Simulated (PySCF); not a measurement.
Species: C₇H₁₅NOSi.
Numbering: `[CH3:1]/[CH:2]=[CH:3]\[O:4][SiH2:5][N:6]1[CH2:7][CH2:8][CH2:9][CH2:10]1`

Geometry (PBE0-D3(BJ)/def2-SVP, Å), atoms numbered from 1 in this order:
```
atom  x, y, z in Å
C1     4.0862    0.7759    0.1444
C2     3.4687   -0.4793   -0.3733
C3     2.3482   -1.0324    0.1023
O4     1.6468   -0.5138    1.1374
Si5    0.0484   -0.8933    1.5132
N6    -1.1536   -0.1902    0.5131
C7    -1.6278   -0.7134   -0.7529
C8    -3.0576   -0.1610   -0.8744
C9    -3.0808    1.0757    0.0490
C10   -1.6556    1.1658    0.6147
H11    5.1068    0.5965    0.5227
H12    4.1736    1.5386   -0.6478
H13    3.4873    1.1970    0.9634
H14    3.9587   -1.0044   -1.1986
H15    1.9528   -1.9634   -0.3286
H16   -0.1144   -0.3675    2.8908
H17   -0.0897   -2.3743    1.3816
H18   -1.5859   -1.8139   -0.7670
H19   -1.0074   -0.3506   -1.5976
H20   -3.7875   -0.9100   -0.5346
H21   -3.3063    0.0841   -1.9173
H22   -3.3650    1.9964   -0.4810
H23   -3.8046    0.9329    0.8646
H24   -1.6234    1.5231    1.6558
H25   -1.0484    1.8683    0.0086
```

Probes without a nucleus sit at each ring's centroid and 1 Å off its mean plane on both sides; NICS is minus the shielding there, NICSzz its component along the normal. Level: GIAO PBE0/pcSseg-1 (PySCF, non-relativistic, gas phase) on the PBE0-D3(BJ)/def2-SVP geometry, one conformer.

Ring bond lengths (Å), with Mayer bond orders in brackets: N6–C7 1.450 (0.94), C7–C8 1.538 (1.03), C8–C9 1.544 (1.03), C9–C10 1.536 (1.02), C10–N6 1.450 (0.94).

Task: What do the NICS probes read (ppm)?

Result: 
```tsv
ring	type	NICS(0)	NICS(1), two faces	NICS(1)zz, two faces	rms pucker (Å)	centre to ring atoms, mean (Å)
N6–C7–C8–C9–C10	5-membered ring with N; formal bonds all single	-7.3	-4.6 / -3.5	-6.1 / -5.8	0.17	1.26
```

Task: What can be read from them?

Result: 
- N6–C7–C8–C9–C10: mean NICS(1)zz -5.9 ppm, shielded. C7, C8, C9, C10 have four or more neighbours, so the value isn't read as a sign of a π ring current.

Task: How shielded are the nuclei of the rings and their hydrogens (means over atoms taken as equivalent)?

Result: 
```
   atoms                   environment  σ isotropic (ppm)
      N6        silicon-bound nitrogen              184.7
 C7 (×2)  sp3 carbon bound to nitrogen              133.8
 C8 (×2)               ring CH2 carbon              157.7
H18 (×4)            methylene hydrogen              28.28
H20 (×4)            methylene hydrogen              29.68
```

Task: How do the values depend on the level or the medium?

Result: 
| level | NICS(0), N6–C7–C8–C9–C10 | mean NICS(1)zz, N6–C7–C8–C9–C10 |
| --- | --- | --- |
| PBE0/pcSseg-1, gas | -7.3 | -5.9 |
| PBE0/pcSseg-1, IEF-PCM acetonitrile | -7.3 | -6.0 |
| PBE0/pcSseg-1, IEF-PCM tetrahydrofuran | -7.3 | -6.0 |

The geometry is the same throughout; the continuum's cavity takes Bondi-type radii × 1.2.

The run took 59 s on one thread, Arm Neoverse V1 (aarch64), no GPU, on a shared host, and the process peaked at 1.3 GiB of memory. This is the whole shielding run at PBE0/pcSseg-1, SCF included.
